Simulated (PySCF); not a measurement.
# Electric field gradients and quadrupole coupling constants

Compound: C3H12OSi4.
Atom-mapped SMILES: `[CH3:1][C:2](=[O:3])[Si@@H:4]1[CH2:5][SiH2:6][SiH2:7][SiH2:8]1` (hydrogens: H9, H10, H11 on C1; H12 on Si4; H13, H14 on C5; H15, H16 on Si6; H17, H18 on Si7; H19, H20 on Si8)

Structure used (GFN2-xTB), in Å, numbered top down from 1:
```
atom  x, y, z in Å
C1     2.853   -0.808   -0.735
C2     1.400   -0.471   -0.571
O3     0.602   -0.596   -1.484
Si4    0.715    0.245    1.066
C5    -0.740   -0.950    1.394
Si6   -1.999   -1.033   -0.063
Si7   -2.057    1.125   -0.926
Si8   -0.317    2.170    0.249
H9     3.105   -1.601   -0.033
H10    3.082   -1.128   -1.749
H11    3.449    0.065   -0.475
H12    1.763    0.096    2.093
H13   -0.373   -1.953    1.609
H14   -1.267   -0.628    2.293
H15   -3.273   -1.471    0.542
H16   -1.628   -2.117   -0.971
H17   -3.349    1.803   -0.700
H18   -1.884    1.216   -2.379
H19   -0.720    3.055    1.354
H20    0.635    2.991   -0.516
```

Field gradients from the PBE0/pcSseg-1 density (PySCF, non-relativistic), principal values in atomic units, ordered |Vxx| ≤ |Vyy| ≤ |Vzz|:

| atom | Vxx | Vyy | Vzz |
| --- | --- | --- | --- |
| O3 | 0.4857 | 1.4268 | -1.9125 |

Q: Find the asymmetry η = (Vxx − Vyy)/Vzz and the couplings χ = eQV/h (234.96 MHz × Q in barn × V in au), with Q(17O) = −0.0256 b.

A: 
```csv
atom,environment,nucleus,η,χzz (MHz),χxx (MHz),χyy (MHz)
O3,carbonyl oxygen,17O,0.49,11.50,-2.92,-8.58
```

The tensor is traceless: Vxx + Vyy + Vzz = 0.

Q: What is Vzz at O3 in SI units (1 au = 9.71736 × 10²¹ V/m²)?

A: -1.9125 au = -18.585 × 10²¹ V/m².

Q: What couplings would deuterons (Q(2H) = 0.00286 b) have in place of the hydrogens, at this geometry?

A: 
| atom | bonded to | bond length (Å) | Vzz (au) | η | χzz (kHz) |
| --- | --- | --- | --- | --- | --- |
| H9 | C1 | 1.089 | 0.3128 | 0.03 | 210 |
| H10 | C1 | 1.088 | 0.3104 | 0.00 | 209 |
| H11 | C1 | 1.088 | 0.3128 | 0.04 | 210 |
| H12 | Si4 | 1.474 | 0.1563 | 0.02 | 105 |
| H13 | C5 | 1.089 | 0.3243 | 0.01 | 218 |
| H14 | C5 | 1.091 | 0.3203 | 0.02 | 215 |
| H15 | Si6 | 1.477 | 0.1556 | 0.01 | 105 |
| H16 | Si6 | 1.462 | 0.1668 | 0.04 | 112 |
| H17 | Si7 | 1.476 | 0.1576 | 0.00 | 106 |
| H18 | Si7 | 1.466 | 0.1659 | 0.02 | 111 |
| H19 | Si8 | 1.472 | 0.1614 | 0.01 | 108 |
| H20 | Si8 | 1.471 | 0.1619 | 0.01 | 109 |

The structure is a single GFN2-xTB conformer in the gas phase; no vibrational or solvent corrections. GFN2-xTB bond lengths can be off by several hundredths of an ångström, more for odd bonds, and the gradients follow them. With so small a basis the couplings can be 20 % off.
